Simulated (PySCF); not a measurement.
Species, as SMILES: [Al][Cl] (Al-Cl) (closed-shell singlet).
Geometry (B3LYP-D3(BJ)/def2-TZVP, fixed):
```
Al
Cl 1 2.1602
```

Basis-set convergence of the mean static polarisability at PBE with PySCF. All functions are spherical. Density fitting with generated auxiliary sets. No added dispersion term, no relativity. Reference: the value in aug-pcseg-3, 55.41 bohr³, itself unsure by roughly 0.2 % (its mean distance from aug-cc-pV(Q+d)Z, aug-pcseg-2, aug-cc-pV(T+d)Z). Deviations are taken from unrounded values.

```
basis            functions  mean static polarisability (bohr³)
---------------  ---------  ----------------------------------
def2-SVP                36                               44.86
def2-SVPD               51                               54.46
pcseg-1                 36                               47.91
aug-pcseg-1             54                               54.79
cc-pV(D+d)Z             46                               46.30
aug-cc-pV(D+d)Z         64                               54.34
6-311G**                52                               47.52
6-311+G**               60                               49.62
pcseg-2                 68                               48.08
aug-pcseg-2            100                               55.19
def2-TZVP               74                               50.34
def2-TZVPD              89                               55.18
cc-pV(T+d)Z             78                               50.79
aug-cc-pV(T+d)Z        110                               55.29
def2-TZVPP              84                               50.42
def2-TZVPPD             99                               55.20
cc-pV(Q+d)Z            128                               53.33
aug-cc-pV(Q+d)Z        178                               55.41
pcseg-3                128                               51.96
aug-pcseg-3            178                               55.41
def2-QZVPP             140                               53.66
def2-QZVPPD            155                               55.45
```

What the diffuse functions change, pair by pair:
- def2-SVP to def2-SVPD: 15 more functions, deviation -19.1 to -1.7 %
- pcseg-1 to aug-pcseg-1: 18 more functions, deviation -13.5 to -1.1 %
- cc-pV(D+d)Z to aug-cc-pV(D+d)Z: 18 more functions, deviation -16.5 to -1.9 %
- 6-311G** to 6-311+G**: 8 more functions, deviation -14.3 to -10.5 %
- pcseg-2 to aug-pcseg-2: 32 more functions, deviation -13.2 to -0.4 %
- def2-TZVP to def2-TZVPD: 15 more functions, deviation -9.2 to -0.4 %
- cc-pV(T+d)Z to aug-cc-pV(T+d)Z: 32 more functions, deviation -8.3 to -0.2 %
- def2-TZVPP to def2-TZVPPD: 15 more functions, deviation -9.0 to -0.4 %
- cc-pV(Q+d)Z to aug-cc-pV(Q+d)Z: 50 more functions, deviation -3.8 to 0.0 %
- pcseg-3 to aug-pcseg-3: 50 more functions, deviation -6.2 to 0.0 %
- def2-QZVPP to def2-QZVPPD: 15 more functions, deviation -3.2 to 0.1 %

Leaving out the reference's own pair, they bring the value nearer the reference by more than 0.2 % in 10 of 10 pairs.
